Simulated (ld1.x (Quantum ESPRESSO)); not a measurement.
Values are calculated unless marked as measured or tabulated.
# Potentials for Sb compared

Generated with ld1.x 7.5 (TM, RRKJ, ultrasoft, PAW), atompaw 4.2 or ONCVPSP 4.0.1. The cutoff is in Ry: for ld1.x and atompaw files where the sum of valence levels is converged to 10 mRy in a Bessel basis, for ONCV files where the hardest occupied wave has 1 mHa per electron of residual kinetic energy. The error is the largest all-electron minus pseudo excitation energy over each file’s own four to seven test configurations (ionisations up to +4, promotions, holes and added fractions of an electron), all of which were solved. The labels leave out finer settings (local radius, basis sizes, second energies), which also bear on the numbers. Spin-polarised tests are not counted. The rows are a selection from randomly drawn settings: files with unsolved tests, undetermined cutoffs or missed reference levels are left out.

A true bound ghost makes a file unfit for plane-wave use even where its test errors are small: the radial tests pick states by their node count and pass the ghost by.

```tsv
potential	cutoff (Ry)	largest error (meV)	bound ghosts
TM, PBE, fully relativistic, rc 1.60/2.00/1.00 (spd), local s, core correction no, reference 4d10 5s2 5p2.75	110	-355	none
TM, PBE, scalar-relativistic, rc 1.75/2.30/1.10 (spd), local s, core correction yes, reference 4d10 5s2 5p3	110	-397	none
TM, PBE, scalar-relativistic, rc 2.05/2.45/1.15 (spd), local s, core correction no, reference 4d10 5s2 5p3	110	-391	none
ultrasoft, PBE, scalar-relativistic, rc 2.05/1.80/1.05 (spd), local smoothed, core correction yes, reference 4d10 5s2 5p3	120	-37	s, p
TM, Wu–Cohen, scalar-relativistic, rc 1.60/2.25 (sp), local p, core correction no, reference 5s1 5p4	30	+37	none
TM semilocal, PBE, scalar-relativistic, rc 1.75/2.55/0.85 (spd), local s, core correction yes, reference 4d10 5s2 5p3	180	-255	none
```

Fill in the row for Sb: RRKJ, PBEsol, scalar-relativistic, rc 1.80/2.50/2.20 (spd), local s, core correction no, reference 5s2 5p3.

cutoff 25 Ry, largest error -25 meV, bound ghosts: d.
